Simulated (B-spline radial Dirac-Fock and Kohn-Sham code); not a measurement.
# Atomic SCF run for Au⁵⁺

ΔSCF core binding energies without Breit or QED terms, calculated with an atomic code on a B-spline grid. Keys: rel is the Hamiltonian (dirac, or spin-free x2c and nr, where L3 and M5 stand for the whole 2p and 3d shells), method is hf or an exchange,correlation pair (spin-unpolarised, also for the hole states), nuc the nuclear model, radius_factor scales its radius, rmax is the box in bohr, h the logarithmic mesh step, order the B-spline order, points the quadrature points per cell, c_factor scales the speed of light, and damp, ndamp, maxit and tol steer the iteration. The run stops when the commutator error falls below 10·tol·max(1, Z/10), or the numerical noise floor, and the energy has settled to about 1e-8 Ha; the virial ratio is −V/T.

Input (task.json):

```json
{"items": [{"Z": 79, "q": 5, "cfg": [[1, 0, 2], [2, 0, 2], [2, 1, 6], [3, 0, 2], [3, 1, 6], [3, 2, 10], [4, 0, 2], [4, 1, 6], [4, 2, 10], [4, 3, 14], [5, 0, 2], [5, 1, 6], [5, 2, 6]], "A": 197, "rrms": 5.4371, "do": "settings", "holes": ["K", "L3", "M5"],
  "settings": [{"rel": "dirac", "method": "hf", "nuc": "fermi", "radius_factor": 1.0, "rmax": 45.0, "h": 0.3, "order": 8, "points": 10, "c_factor": 1.0, "maxit": 60, "damp": 0.5, "ndamp": 3, "tol": 1e-08}]}]}
```

Command: `python xray2_run.py task.json out`

Ground-state iterations:

```
iter   energy (Ha)        error
   1   -19025.75620361  2.24e+00
   2   -19029.04152863  1.96e-01
   3   -19029.43098366  5.12e-02
   4   -19029.45184872  2.00e-02
   5   -19029.45538790  3.85e-03
   6   -19029.45555342  6.13e-04
   7   -19029.45555543  3.92e-04
   8   -19029.45555671  2.51e-05
   9   -19029.45555672  1.68e-06
  10   -19029.45555672  1.29e-07
```

The ground state converged in 10 iterations, with total energy -19029.45556 Ha, virial ratio 1.87129 and highest orbital energy -76.88 eV. ΔSCF binding energies: K (1s) 81237.9 eV, L3 (2p3/2) 12036.8 eV, M5 (3d5/2) 2292.3 eV.
